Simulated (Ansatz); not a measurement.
`C[CH2][Al]([CH3])[SH]` and `[CH3][Al]([F])[SH]` differ in one atom or group.

Ansatz, PBE0-D4/def2-TZVP geometries, multiplicity 1. Each molecule was computed in one conformer, which needn't be the lowest.

| property | `C[CH2][Al]([CH3])[SH]` |
| --- | --- |
| HOMO–LUMO gap (PBE/def2-TZVPP) / eV | 5.05 |
| size of the dipole moment (PBE/def2-TZVPP) / D | 1.70 |
| HOMO energy (B3LYP/def2-TZVPP) / eV | -7.20 |
| HOMO–LUMO gap (B3LYP/def2-TZVPP) / eV | 6.56 |
| HOMO energy (PBE0/def2-TZVPP) / eV | -7.46 |
| LUMO energy (B3LYP/def2-TZVPP) / eV | -0.64 |

**Question.** What does the change do to each property? (An estimate is asked.)

**Answer.** Computed: 
```csv
property,`[CH3][Al]([F])[SH]`,shift
HOMO–LUMO gap (PBE/def2-TZVPP) / eV,5.47,0.42
size of the dipole moment (PBE/def2-TZVPP) / D,2.50,0.80
HOMO energy (B3LYP/def2-TZVPP) / eV,-7.59,-0.39
HOMO–LUMO gap (B3LYP/def2-TZVPP) / eV,6.96,0.40
HOMO energy (PBE0/def2-TZVPP) / eV,-7.86,-0.40
LUMO energy (B3LYP/def2-TZVPP) / eV,-0.63,0.01
```

With PBE0 the HOMO falls by 0.40 eV and the LUMO rises by 0.05 eV, so the gap widens by about 0.45 eV. PBE moves the HOMO by -0.37 eV and ωB97M-V by -0.39 eV. The zero-point energy changes by -162.8 kJ/mol with -18 modes. Dipoles are sizes alone; their direction can turn.

B3LYP here is the variant with VWN-RPA as its local correlation; programs differ in this.

Positive LUMOs are unbound, so they and the gaps depend on the basis.
